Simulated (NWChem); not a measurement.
System: C2H3ClF2Si; SMILES F[SiH](F)/C=C\Cl

NWChem input:

```
start job
memory heap 200 mb stack 900 mb global 1100 mb
geometry units angstroms noautoz
  F     -0.625229    -2.541121     0.306307
  Si     0.116284    -1.088243     0.288650
  F      1.436419    -1.248819    -0.653374
  C     -1.093449     0.113008    -0.454905
  C     -0.949546     1.451198    -0.442712
  Cl     0.434178     2.255219     0.241226
  H      0.566836    -0.763742     1.670475
  H     -2.014498    -0.276962    -0.922922
  H     -1.681508     2.161463    -0.860762
end
basis spherical
  * library def2-svp
end
dft
  xc b3lyp
  iterations 150
end
tddft
  nroots 8
  notriplet
end
task tddft energy
```

Coordinates come from a PBE-D3(BJ)/def2-SVP optimisation.

Vertical excitations in the gas phase.

Task: What results follow from this input? (B3LYP/def2-SVP, full TDDFT.) Quantities: lowest excitation, singlet (eV); oscillator strength of that lowest state; lowest state with f > 0.02, singlet (eV); oscillator strength of that bright state; orbital gap (eV).

Result: 
```yaml
lowest excitation, singlet (eV): 6.09
oscillator_strength_of_that_lowest_state: 0.159
lowest state with f > 0.02, singlet (eV): 6.09
oscillator_strength_of_that_bright_state: 0.159
orbital gap (eV): 6.28
```
